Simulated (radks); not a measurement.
Question: These are the eigenvalues of the occupied orbitals of an atom or ion with whole-number occupations (hartree). Method: scalar-relativistic Kohn-Sham, r2SCAN, spin-polarised, spherical densities, finite nucleus; meta-GGA in the generalised Kohn-Sham scheme; Fermi nuclear charge, rms radius of each element as measured or else 0.836 A^(1/3) + 0.57 fm; computed with a radial shooting solver on a logarithmic mesh with Libxc functionals.

orbital  eigenvalue
1s down   -2049.678
1s up     -2049.677
2s up     -349.9438
2s down   -349.9436
2p up     -310.7664
2p down   -310.7660
3s up     -84.36458
3s down   -84.21570
3p up     -72.32980
3p down   -72.18103
3d up     -57.03687
3d down   -56.92241
4s up     -22.83918
4s down   -22.53126
4p up     -18.83022
4p down   -18.52648
4d up     -13.38015
4d down   -13.07748
5s up      -8.23655
5s down    -8.08180
4f up      -7.33042
4f down    -7.03014

Which element is it, and in what charge state? The configuration may be excited. Open shells, if any, are filled with parallel spins first.

Answer: Z = 67, holmium, charge +11: Ho11+ in [Kr] 4d10 4f8 5s2. The list shows which subshells hold electrons but not how many an open one holds; the 1s level, -2049.7 hartree, gives Z - s = 64.0 by -(Z - s)^2/2, which with screening and relativity narrows Z to a few neighbours, and the depths of the outer levels then fix element, charge and occupations together.
